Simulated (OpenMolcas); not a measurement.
## Ga+: CASPT2 settings compared

```yaml
Program: OpenMolcas
Basis: ANO-R1 [5s4p3d1f]
Scalar_Hamiltonian: X2C, finite nucleus
Active_space: 2 electrons in 4 orbitals (4s 4p)
State_averaging: 2S+1 = 3 even, 3 roots (0 in the spin-orbit step); 2S+1 = 1 even, 1 root kept (CI in the orbitals of an earlier block); 2S+1 = 3 odd, 3 roots; 2S+1 = 1 odd, 3 roots kept (CI in the orbitals of an earlier block)
Spin-orbit_coupling: state interaction with AMFI integrals over the reference wave functions, term energies averaged over their components
```

Methods on the same reference wave functions:
A. CASSCF
B. SS-CASPT2, IPEA 0.1 Eh, sigma1 regulariser 0.5 Eh (closed shells correlated: none)
C. SS-CASPT2, IPEA 0.5 Eh, sigma2 regulariser 0.5 Eh (closed shells correlated: 3s 3p 3d)
D. SS-CASPT2, IPEA 0.3 Eh, no level shift (closed shells correlated: 3s 3p 3d)

Energies in cm-1 above 4s2 1S0, the measured ground level; measured values from NIST Handbook of Basic Atomic Spectroscopic Data.

```json
{"Level": "4s2 1S0", "A": "0.0", "B": "0.0", "C": "0.0", "D": "0.0", "Measured": "0.0"}
{"Level": "4s 4p 3P* 0", "A": "44058", "B": "44614", "C": "45722", "D": "45659", "Measured": "47368"}
{"Level": "4s 4p 3P* 1", "A": "44483", "B": "45037", "C": "46143", "D": "46080", "Measured": "47814"}
{"Level": "4s 4p 3P* 2", "A": "45369", "B": "45925", "C": "47032", "D": "46970", "Measured": "48750"}
{"Level": "4s 4p 1P* 1", "A": "77213", "B": "72117", "C": "71051", "D": "70558", "Measured": "70701"}
```

Deviations, from unrounded energies. A percentage is the sum of absolute deviations over the sum of measured energies, with the sign that they share, or ± where signs differ.

| Against measurement | Levels | A | B | C | D |
| --- | --- | --- | --- | --- | --- |
| mean absolute deviation (cm-1) | 4 | 4100 | 2400 | 1300 | 1300 |
| other configurations (%) | 4 | ±7.7 | ±4.6 | ±2.5 | -2.5 |

C, D lie about equally close to measurement and A furthest from it. The largest miss of D in the table is 4s 4p 3P* 2, by -1800 cm-1. The ranking rests on the paired levels alone, and a cruder setting can come out closer through cancelling errors.

Among B to D the level of the table that moves most is 4s 4p 1P* 1, by 1600 cm-1 (lowest in D, highest in B).

The lowest spin-free term lies below A's lowest term by 0.006 hartree in B, 0.483 hartree in C, 0.483 hartree in D.

Some high roots are left out of the spin-orbit mixing, which shifts the levels that they would mix with. Terms from blocks run as CI alone lack orbitals of their own. Without dynamic correlation excited terms often stand tens of per cent too high (terms of higher spin than the ground term too low), and those without a measured partner can miss by more than the paired ones (holds for A). Computed and measured levels are paired by configuration, term and J; levels that our copy of the source lacks, or whose pairing is in doubt (as where it misses far off the trend of its configuration), stay unpaired and out of the deviations. Levels of configurations outside the active space are missing.

* marks odd parity.
